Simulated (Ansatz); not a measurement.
Relaxation of BrCl3F2HTa (8 atoms, charge 0, multiplicity 1), to a largest force component of 0.03 eV/Å in at most 50 steps.

Method: Ansatz 0.2.0, RKS PBE/def2-SVP.

```xyz
8
Properties=species:S:1:pos:R:3:forces:R:3
Ta -0.393 0.544 -0.217 0.55 0.63 -0.19
Cl 3.135 -0.447 -0.317 -0.19 0.91 -0.09
F 0.426 0.628 1.472 0.01 0.01 0.03
Cl -0.038 -0.168 -2.388 -0.01 -0.01 -0.01
Cl -2.471 1.448 -0.106 0.01 0.00 0.00
F -0.812 -1.238 0.236 0.02 0.05 -0.02
Br 0.988 2.708 -0.746 -0.43 -0.73 0.18
H 3.020 0.879 -0.466 0.06 -0.86 0.09
```

Question: Where does it end, and by what steps?

Answer: The run converged. After 10 steps the energy has fallen by 0.161 eV; Cl2 moved furthest, 0.56 Å. Joined: Ta1–Cl2 (3.67 → 2.99 Å).

```
step  energy less start (eV)  largest force component (eV/Å)  accepted
   0                  0.0000                           0.906       yes
   1                 -0.0453                           0.794       yes
   2                 -0.0864                           0.828       yes
   3                 -0.0913                           0.927       yes
   4                 -0.1169                           0.800       yes
   5                 -0.1359                           0.713       yes
   6                 -0.0865                           0.949        no
   7                 -0.1500                           0.454       yes
   8                 -0.1603                           0.068       yes
   9                 -0.1610                           0.046       yes
  10                 -0.1612                           0.022       yes
```

```xyz
8
Properties=species:S:1:pos:R:3
Ta -0.222 0.568 -0.237
Cl 2.585 -0.466 -0.245
F 0.309 0.826 1.564
Cl -0.148 -0.041 -2.497
Cl -2.372 1.298 -0.087
F -0.360 -1.268 0.188
Br 1.046 2.686 -0.766
H 3.018 0.750 -0.451
```

Whether the end is a true minimum wasn't checked by a vibrational analysis.

Run time: 33 s on 4 threads of Arm Neoverse V1, on a shared host, peak memory 0.26 GiB.
